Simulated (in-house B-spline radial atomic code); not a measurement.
# Binding energies in V III (V2+)

NIST's tabulated ground configuration is [Ar] 3d3; each binding energy is the energy of the ion with one electron taken from that subshell, relaxed, less that of the parent. Level of theory: Dirac-Hartree-Fock, average of configuration, Fermi nucleus of rms radius 3.6002 fm; calculated with a B-spline radial code for spherical atoms. Energies include first-order Breit, QED and recoil terms.

| subshell | X-ray name | binding energy (eV) | -ε (eV) | relaxation (eV) |
| --- | --- | --- | --- | --- |
| 1s | K | 5495.5 | 5539.8 | 36.6 |
| 2s | L1 | 659.5 | 674.4 | 14.4 |
| 2p1/2 | L2 | 551.5 | 567.8 | 15.8 |
| 2p3/2 | L3 | 544.6 | 560.6 | 15.7 |
| 3s | M1 | 101.3 | 104.4 | 3.0 |
| 3p1/2 | M2 | 69.7 | 72.48 | 2.74 |
| 3p3/2 | M3 | 68.88 | 71.59 | 2.69 |
| 3d | M4,5 | 27.18 | 28.80 | 1.64 |

Relaxation = -ε minus the binding energy without Breit, QED and recoil terms.

Emission lines follow as differences of binding energies, with λ = 12398.42 eV·Å / E:

| line | holes | energy (eV) | wavelength (Å) |
| --- | --- | --- | --- |
| K-L3 | 1s → 2p3/2 | 4950.9 | 2.5043 |
| K-L2 | 1s → 2p1/2 | 4944.0 | 2.5078 |
| K-M3 | 1s → 3p3/2 | 5426.6 | 2.2847 |
| L1-M3 | 2s → 3p3/2 | 590.6 | 20.992 |
| L3-M1 | 2p3/2 → 3s | 443.3 | 27.968 |

Question: What screening constant σ does Moseley's law, E = (3/4)·13.6057 eV·(Z - σ)², need for K-L3?

Answer: σ = 0.97.

Question: What does it cost to remove both a 3p1/2 and a 3d electron?

Answer: 114.37 eV, which is 17.5 eV more than the two single binding energies together.

Question: What does it cost to remove both a 2s and a 3p3/2 electron?

Answer: 750.91 eV, which is 22.57 eV more than the two single binding energies together.

Question: What does it cost to remove both a 3p3/2 and a 3d electron?

Answer: 113.52 eV, which is 17.46 eV more than the two single binding energies together.
